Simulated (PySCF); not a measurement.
Vertical excitations of a molecule CH7FOSi2 from TDA-PBE/def2-SVPD (PySCF), as energy in eV (oscillator strength): 6.69 (0.004), 6.81 (0.006), 7.09 (0.005), 7.24 (0.009), 7.35 (0.017), 7.70 (0.002), 7.75 (0.014), 7.79 (0.074), 7.82 (0.016), 7.89 (0.020). Lowest triplet (TDA): 6.43 eV. The structure is a stationary point at ωB97X-D3(BJ)/def2-SVP. Other conformers were not sampled.

### Question
Which molecule gave these data?
A. C[SiH2]O[SiH2]F
B. F[SiH2]CO[SiH3]
C. O[Si@@H](F)C[SiH3]
D. OC[Si@H](F)[SiH3]

### Answer
A, C[SiH2]O[SiH2]F
